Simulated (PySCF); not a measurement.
## UHF on Si³⁺ (silicon, charge +3)

Configuration: [Ne] 3s1, 2S determinant. All numbers are calculated (PySCF 2.14, no relativity, point nucleus, in dyall-av3z (19s12p3d2f, 84 functions)).

| Property | Result |
| --- | --- |
| Total energy | -286.821355 hartree |
| One-electron energy | -383.1366 hartree |
| Hartree (Coulomb) energy | 115.8329 hartree |
| Exchange energy | -19.5176 hartree |
| Kinetic energy | 286.82182 hartree |
| ⟨S²⟩ | 0.7500 |
| ⟨L²⟩ | 0.000 |
| Sum of ⟨r⟩ | 6.414 bohr |
| Sum of ⟨r²⟩ | 6.890 bohr² |
| Density at the nucleus (Gaussians lack the cusp) | 1760 bohr⁻³ |
| Spin density at the nucleus | 6.48 bohr⁻³ |
| Langevin diamagnetic susceptibility | -5.46 ×10⁻⁶ cm³/mol |

| shell | electrons | mean orbital energy (hartree) | rms radius, mean of both spins (bohr) |
| --- | --- | --- | --- |
| 1s α | 1 | -70.19820 | 0.129 |
| 1s β | 1 | -70.17921 | 0.129 |
| 2s α | 1 | -7.50123 | 0.613 |
| 2s β | 1 | -7.46393 | 0.613 |
| 2p α | 3 | -5.59433 | 0.596 |
| 2p β | 3 | -5.57964 | 0.596 |
| 3s α | 1 | -1.64162 | 1.99 |
